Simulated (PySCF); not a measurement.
**Computed properties of B(Me)(OMe)(SiH3) (C₂H₉BOSi), SMILES COB(C)[SiH3]**

B(Me)(OMe)(SiH3) (C2H9BOSi), SMILES COB(C)[SiH3]. The structure is a stationary point at B3LYP-D3(BJ)/def2-SVP. The structure was generated by enumeration, and PubChem lists no compound with its InChIKey, so it may never have been made. The values are those of a single conformer. All values are computed for the isolated molecule unless a solvent is named; none is compared with measurement here.

**Structure.** All 36 harmonic modes at B3LYP-D3(BJ)/def2-SVP (PySCF) are real, so it is a minimum. With heavy atoms numbered as in [B:1]([CH3:2])([O:6][CH3:7])[SiH3:11], the shortest bond between them is B1–O6 at 1.352 Å and the longest B1–Si11 at 2.058 Å.

**Vibrations.** The strongest infrared lines (harmonic, unscaled, degenerate partners summed) lie at 1375 cm⁻¹ (292 km/mol, H 35 %, B 28 %, O 25 %, C 12 %), 897 cm⁻¹ (229 km/mol, H 90 %), 2179 cm⁻¹ (117 km/mol, H 96 %). The softest mode is at 54 cm⁻¹ and the zero-point energy is 67.4 kcal/mol.

**Electronic structure.** M06-2X/def2-TZVP (PySCF) places the frontier levels at -8.62 and 0.25 eV, a gap of 8.87 eV, and gives a dipole moment of 1.11 D and a mean polarisability of 71.9 bohr³. PBE/def2-TZVP (PySCF) at the same geometry gives -6.22 and -1.59 eV, so its gap is 4.24 eV narrower. An orbital gap is neither the optical nor the fundamental gap.

**Excitations.** TDDFT-PBE0/def2-SVPD (PySCF) has S1 at 5.25 eV (236 nm, f = 0.008, weak); the most intense of the 10 singlets computed lies at 7.50 eV (f = 0.08). T1 (TDA) is at 4.44 eV. TDDFT-PBE/def2-SVPD (PySCF) puts S1 at 4.93 eV. No vertical singlet excitation falls in the visible range (under 3.1 eV).

**NMR.** GIAO shifts at PBE0/pcSseg-1 (PySCF) (non-relativistic, atoms alike by connectivity averaged): ¹³C from 17.9 to 64.9 ppm against TMS; ¹H from 1.0 to 4.3 ppm against TMS; ²⁹Si at -118.4 ppm against TMS; ¹¹B at 48.5 ppm against BF3.
